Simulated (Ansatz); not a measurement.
Cost and result for the atomization energy of Cl3H3OSi2 (`[SiH3]O[Si](Cl)(Cl)Cl`) (9 atoms, 8 bonds).

Z-matrix (Å, degrees):
```
Si
O 1 1.650
H 1 1.483 2 109.2
H 1 1.483 2 109.2 3 -120.5
H 1 1.480 2 107.3 3 119.8
Si 2 1.598 1 149.1 3 60.3
Cl 6 2.022 2 108.9 1 -180.0
Cl 6 2.028 2 110.2 1 -60.0
Cl 6 2.028 2 110.2 1 60.0
```

Charge 0, multiplicity 1. The geometry is a stationary point of PBE0-D4/def2-TZVP. It is one conformer, not always the lowest. Program: Ansatz. All runs use 2 threads of an AMD EPYC 7R13 on a shared host and a share of an NVIDIA H100 80 GB. Times are those of one run each, without the atoms' runs, and a repeat can differ threefold. Electronic energies, without spin–orbit coupling; frozen cores. CCSD(T)/CBS adds CCSD(T) − MP2 in def2-TZVPP to the MP2 limit, and its time is that of the two runs behind it. T1 = 0.010. B3LYP takes the VWN-RPA correlation (the form of Gaussian; ORCA's B3LYP/G).

CCSD(T)/CBS is a level of theory with its own doubt, some kJ/mol a heavy atom from the limit and from the frozen cores, so smaller differences don't rank the functionals.

```tsv
level	functions	wall time
PBE0-D4/def2-TZVPP	283	1.9 s
PBE-D4/def2-TZVPP (with forces)	283	2 s
r2SCAN-D4/def2-TZVPP (with forces)	283	2.3 s
ωB97X-V/def2-TZVPP	283	2.3 s
B3LYP-D4/def2-TZVPP (with forces)	283	2.3 s
MP2/def2-QZVPP	497	3.2 s
CCSD(T)/def2-TZVPP	283	3.5 s
B2PLYP/def2-TZVPP	283	3.7 s
ωB97M-V/def2-TZVPP (with forces)	283	6 s
CCSD(T)/CBS(def2)	–	6.7 s
```

(1) What atomization energy does each give, and how far from CCSD(T)/CBS? (Best estimate.)

Results:

(1) Computed: 
```tsv
level	atomization (kJ/mol)	difference from CCSD(T)/CBS	per bond
PBE0-D4/def2-TZVPP	3105.8	-45.5	-5.7
PBE-D4/def2-TZVPP (with forces)	3136.6	-14.7	-1.8
r2SCAN-D4/def2-TZVPP (with forces)	3152.7	1.4	0.2
ωB97X-V/def2-TZVPP	3159.2	7.9	1.0
B3LYP-D4/def2-TZVPP (with forces)	3095.7	-55.6	-7.0
MP2/def2-QZVPP	3208.1	56.8	7.1
CCSD(T)/def2-TZVPP	3040.5	-110.8	-13.9
B2PLYP/def2-TZVPP	3073.6	-77.7	-9.7
ωB97M-V/def2-TZVPP (with forces)	3156.8	5.5	0.7
CCSD(T)/CBS(def2)	3151.3	0.0	0.0
```

The D4 term adds +57.5 kJ/mol with B3LYP and +30.4 kJ/mol with PBE0; it sums over pairs of atoms, weighted by their polarisabilities, and B3LYP, whose exchange is more repulsive, gets the larger term. In def2-TZVPP, CCSD(T) changes the Hartree–Fock value by +692.1 kJ/mol (the triples alone add +51.5 kJ/mol) and MP2 by +792.8 kJ/mol; breaking electron pairs costs correlation energy, which Hartree–Fock lacks. From PBE to PBE0 (25 % exact exchange), in def2-TZVPP and without D4, the atomization energy moves by −26.1 kJ/mol: exact exchange takes away binding that semilocal exchange gives to molecules.
